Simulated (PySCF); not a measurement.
CHF₂, SMILES F[CH]F (connectivity only; charge and spin as stated), charge +1, multiplicity 1.

Coordinates come from a PBE-D3(BJ)/def2-TZVP optimisation. The multiplicity is an assumed one; other spin states were not compared. The isomer is the one that the SMILES or the coordinates give; other isomers of the formula were not compared.

Level of theory: PBE-D3(BJ)/def2-TZVP (PySCF 2.14.0).

Harmonic, unscaled wavenumbers; measured fundamentals usually lie a few per cent lower.

| mode | ν (cm⁻¹) | IR (km/mol) | moving atoms (share of kinetic energy) |
|---|---|---|---|
| 1 | 646 | 27.6 | F 78 %, C 20 % |
| 2 | 1032 | 0.0 | H 59 %, C 37 % |
| 3 | 1265 | 51.0 | H 89 %, F 10 % |
| 4 | 1340 | 109.8 | F 47 %, C 47 % |
| 5 | 1578 | 314.3 | C 71 %, F 25 % |
| 6 | 3053 | 33.8 | H 90 %, C 10 % |
